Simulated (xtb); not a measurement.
Zr(F)3(OMe) (CH₃F₃OZr), SMILES [O](C)[Zr]([F])([F])[F], multiplicity 1. All values are semi-empirical tight-binding results from xtb (GFN2-xTB unless named), good for trends rather than for accurate numbers. Coordinates come from a GFN2-xTB optimisation. The multiplicity is an assumed one; other spin states were not compared. Other conformers were not sampled.

For metal compounds this method's bond lengths and energies can be far off.

Estimate the properties. (The exact figures need the calculation; the answer reports its results.)


| Item | Value |
|---|---|
| orbital gap | 4.37 eV |
| zero-point energy | 27.5 kcal/mol |
| G − E(el) at 298.15 K (modified RRHO) | 5.6 kcal/mol |
